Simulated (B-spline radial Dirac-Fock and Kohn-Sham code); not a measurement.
**Auger parameter of xenon: the M5 level and its strongest M5-NN line**

Level of theory: relaxed Dirac-Fock hole states (ΔSCF) with Breit and QED corrections and a finite nucleus; a radial finite-basis atomic code. The modified Auger parameter α′ is the binding energy plus the kinetic energy of the Auger electron; it does not depend on the energy zero. For free ions it tends to fall with charge, since less charge screens the final holes.

| species | configuration | binding 3d5/2 (eV) | Auger line | kinetic (eV) | α′ (eV) |
| --- | --- | --- | --- | --- | --- |
| Xe | [Kr] 4d10 5s2 5p6 | 676.5 | N5N5 J=4 | 527.1 | 1203.6 |
| Xe⁺ | [Kr] 4d10 5s2 5p5 | 687.5 | N5N5 J=4 | 515.3 | 1202.8 |
| Xe²⁺ | [Kr] 4d10 5s2 5p4 | 699.6 | N5N5 J=4 | 502.7 | 1202.3 |
| Xe²⁺ | [Kr] 4d10 5s1 5p5 | 701.2 | N5N5 J=4 | 501.5 | 1202.7 |
| Xe²⁺ (Watson 2 Å) | [Kr] 4d10 5s2 5p4 | 685.3 | N5N5 J=4 | 517.1 | 1202.4 |
| Xe²⁺ (Watson 2.4 Å) | [Kr] 4d10 5s2 5p4 | 687.6 | N5N5 J=4 | 514.7 | 1202.3 |
| Xe³⁺ | [Kr] 4d10 5s2 5p3 | 712.7 | N5N5 J=4 | 489.5 | 1202.1 |
| Xe⁴⁺ | [Kr] 4d10 5s2 5p2 | 726.7 | N5N5 J=4 | 475.6 | 1202.3 |
| Xe⁴⁺ (Watson 2.2 Å) | [Kr] 4d10 5s2 5p2 | 700.5 | N5N5 J=4 | 501.8 | 1202.3 |
| Xe⁵⁺ | [Kr] 4d10 5s2 5p1 | 741.5 | N5N5 J=4 | 461.2 | 1202.8 |
| Xe⁶⁺ | [Kr] 4d10 5s2 | 757.2 | N5N5 J=4 | 446.3 | 1203.5 |
| Xe⁶⁺ (Watson 1.8 Å) | [Kr] 4d10 5s2 | 709.2 | N5N5 J=4 | 494.3 | 1203.5 |
| Xe⁷⁺ | [Kr] 4d10 5s1 | 774.8 | N5N5 J=4 | 430.0 | 1204.8 |
| Xe⁸⁺ | [Kr] 4d10 | 793.1 | N5N5 J=4 | 413.3 | 1206.4 |

Values without a named source are computed, but for edge energies of neutral atoms, which are taken from tables.
